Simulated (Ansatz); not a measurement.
`[GeH3]/[CH]=[N]/[InH2]` + H₂ → `C=[N][InH2]` + GeH₄ at 298.15 K and 1 bar (hydrogenolysis of a C–Ge bond).

Gas-phase electronic energies from Ansatz, PBE0-D4/def2-TZVP geometries. CCSD(T)/CBS adds triple-zeta CCSD(T) − MP2 to the extrapolated MP2 energy (def2 sets, frozen cores). This one scheme is used for every species. Elements past krypton have def2 core potentials. For Ge, In outer-core shells are correlated without core-valence functions, which leaves a few kJ/mol of doubt a bond. Scalar relativity is left out up to krypton.

```csv
species,CCSD(T)/CBS energy (Eh),H − E (kJ/mol),S (J/(mol·K))
`[GeH3]/[CH]=[N]/[InH2]`,-2362.21531,165.1,388.1
H₂,-1.17544,35.1,130.4
`C=[N][InH2]`,-284.90922,123.1,311.2
GeH₄,-2078.49493,88.5,217.3
```

H − E and S are ideal-gas, rigid-rotor, harmonic terms from PBE0-D4/def2-TZVP. For small species the MP2-based limit differs from directly extrapolated CCSD(T) by up to some mEh (0.8 for H₂); such offsets cancel only in part. 1 Eh = 2625.50 kJ/mol, R = 8.31446 J/(mol·K).

**Question.** By hand: ΔE, ΔH, ΔS and ΔG.

**Answer.** ΔE = (-284.90922) + (-2078.49493) − (-2362.21531) − (-1.17544) = -0.01340 Eh = -35.2 kJ/mol. Δ(H − E) = 123.1 + 88.5 − 165.1 − 35.1 = 11.4, so ΔH = -23.8 kJ/mol. ΔS = 311.2 + 217.3 − 388.1 − 130.4 = 10.0 J/(mol·K). ΔG = -23.8 − 298.15 × (10.0)/1000 = -26.8 kJ/mol.

**Question.** By hand: the equilibrium constant, and the temperature at which ΔG would vanish if ΔH and ΔS stayed fixed.

**Answer.** log₁₀ K = −ΔG/(RT ln 10) = 4.7. ΔH and −TΔS have one sign here, so there is no such temperature.

The number of gas molecules stays the same, so ΔS is small and ΔH decides. A doubt of 5 kJ/mol in ΔE shifts log₁₀ K by 0.9 here. Modes under 60 cm⁻¹, often nearly free rotors, make the harmonic entropy too high. These are equilibria of isolated gas molecules and say nothing of rates. Largest T1 diagnostic: 0.015 (customary marks: 0.02 for closed shells, 0.045 for open ones).
